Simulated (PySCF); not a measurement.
**How methods differ on the excitation energy of Sr**

Sr [Kr] 5s2 (1S) → Sr [Kr] 5p2 (3P), as a difference of total energies. Calculation: PySCF 2.14, in ANO-RCC-VTZP; the spin-free X2C one-electron Hamiltonian (Gaussian nucleus). Correlated levels: valence: [Kr] frozen. The calculations carry no spin-orbit coupling.

```csv
method,excitation energy (cm⁻¹),error (cm⁻¹)
UHF,31322,-4208
MP2 (valence),34448,-1082
SCS-MP2 (valence),35549,+19
CCSD (valence),35271,-259
```

Reference: 35530 cm⁻¹ (measured; NIST levels, between the centres of gravity of the two terms).

Errors of the correlated levels include the incompleteness of this basis and the frozen core.

The basis was made for the ground configuration and has no added diffuse functions, so the excitation energy can come out too high.

With two correlated electrons CCSD is exact in that space.

The coupled-cluster amplitudes are large for the upper state (T1 above 0.03 or a double amplitude above 0.15), so a single reference is strained.
